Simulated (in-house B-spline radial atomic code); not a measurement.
Configurations of Al IX (Al8+), with energies counted from [He] 2s2 2p1. Computed with an all-electron radial atomic-structure program (B-spline basis): scalar-relativistic (X2C) AM05, spin-polarised, spherical fractional occupations, Fermi nucleus of rms radius 3.061 fm. Shells without spins written out take the highest spin.

```
                         configuration  E - E(ref) (eV)  highest orbital  its <r> (bohr)
[He] 2s(0 up, 1 down) 2p(0 up, 2 down)            16.22          2p down          0.4738
             [He] 2s2 3s(0 up, 1 down)           185.43          3s down           1.285
             [He] 2s2 3p(0 up, 1 down)           193.53          3p down           1.251
                      [He] 2s1 2p1 3p1           210.94            3p up           1.249
```

Question: Order these further configurations by energy, lowest first.
A. [He] 2s1 2p1 3d1
B. [He] 2s(0 up, 1 down) 2p(0 up, 1 down) 3d(1 up, 0 down)
C. [He] 2s2 3d1
D. [He] 2s1 2p1 3s1

Answer: C (201.75 eV), D (202.81 eV), A (218.67 eV), B (222.27 eV).
